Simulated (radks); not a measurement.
The numbers below are computed, except where a source is named.
Problem. The mean radii <r> (bohr) of the occupied orbitals of an atom or ion are listed with their occupations. Code: a radial shooting solver on a logarithmic mesh with Libxc functionals. Model: non-relativistic Kohn-Sham, PBE, spin-unpolarised, spherical densities, point nucleus.

orbital  occ.      <r>
1s          2  0.09141
2s          2   0.4454
2p          6   0.4062
3s          2    1.401
3p          2    1.519

Name the element and its charge.

Solution. Z = 17, chlorine, charge +3: Cl3+ in [Ne] 3s2 3p2. The 1s radius gives Z: for a bare nucleus <r> = 1.5/Z, 0.08824 bohr for Z = 17, and screening makes it slightly larger (0.09141 here). The occupations add up to 14, and the charge is Z minus that.
